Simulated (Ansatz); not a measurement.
Species: CH5BO, net charge 0, singlet state. 
Structure (B3LYP-D3(BJ)/def2-TZVP (Ansatz, a program for electronic structure) minimum search):
SMILES: COB
```xyz
8

B      1.2673     0.2797    -0.1845
O      0.1862    -0.3130     0.3439
C     -1.1411    -0.0162    -0.0807
H      2.3289    -0.0472     0.2489
H      1.1451     1.0981    -1.0525
H     -1.6029    -0.9336    -0.4463
H     -1.7076     0.3478     0.7766
H     -1.1430     0.7377    -0.8708
```

Computed values are from Ansatz. Valence correlation only, unless marked. Open shells are spin-unrestricted. Spin-orbit coupling is left out. Non-relativistic. CBS(X,Y): correlation extrapolated as X^-3; Hartree-Fock from the larger set (for Q and 5 zeta extrapolated as (X+1)exp(-9√X)).

Task: What is the T1 diagnostic at CCSD/cc-pV5Z?

Result: 0.013.

Task: What is the dipole moment at CCSD(T)/aug-cc-pVDZ?

Result: 1.70 D.

Task: What is the atomisation energy De at CCSD(T)/CBS(cc-pVQZ,cc-pV5Z)?

Result: 2995.8 kJ/mol.

Task: What is the vertical triplet-singlet gap at CCSD(T)/CBS(aug-cc-pVTZ,aug-cc-pVQZ)?

Result: 6.21 eV.

Task: What is the total energy at CCSD(T)/CBS(cc-pVQZ,cc-pV5Z)?

Result: -141.0386 Eh.
